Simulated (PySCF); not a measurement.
**Dipole response of Ca (calcium, neutral)**

[Ar] 4s2, closed-shell 1S. All numbers are calculated (PySCF 2.14, scalar relativity by spin-free X2C-1e, in an uncontracted even-tempered set (24 s from 0.0056 bohr⁻², ratio 2.5; 16 p from 0.0073 bohr⁻², ratio 2.5; 6 d from 0.11 bohr⁻², ratio 2.7; 6 f from 0.16 bohr⁻², ratio 2.7)). Coupled (time-dependent) response in atomic units; α is the mean over directions.

```json
{"method": "UHF", "mean α (bohr³)": "182.7", "C₆ (like pair)": "2714", "S(−4)": "16510"}
{"method": "PBE0", "mean α (bohr³)": "162.2", "C₆ (like pair)": "2273", "S(−4)": "13030"}
```

S(−4) is the Cauchy moment in α(ω) = α(0) + S(−4) ω² + …

Reference α: 160.8 ± 4 bohr³ (recommended; Schwerdtfeger and Nagle, table of static dipole polarizabilities (2023 update)). Published C₆: 2163 (Chu and Dalgarno (2004); Tang, Norbeck and Certain (1976)).

Hartree-Fock lies above the reference because it lacks correlation, which contracts the outer shell.

α(iu) at PBE0:

```json
{"u (hartree)": "0", "α(iu) (bohr³)": "162.2"}
{"u (hartree)": "0.0500", "α(iu) (bohr³)": "135.2"}
{"u (hartree)": "0.100", "α(iu) (bohr³)": "90.83"}
{"u (hartree)": "0.200", "α(iu) (bohr³)": "40.81"}
{"u (hartree)": "0.300", "α(iu) (bohr³)": "22.49"}
{"u (hartree)": "0.500", "α(iu) (bohr³)": "10.49"}
{"u (hartree)": "0.750", "α(iu) (bohr³)": "5.973"}
{"u (hartree)": "1.00", "α(iu) (bohr³)": "4.071"}
{"u (hartree)": "1.50", "α(iu) (bohr³)": "2.335"}
{"u (hartree)": "2.00", "α(iu) (bohr³)": "1.527"}
{"u (hartree)": "3.00", "α(iu) (bohr³)": "0.8023"}
{"u (hartree)": "5.00", "α(iu) (bohr³)": "0.3412"}
```
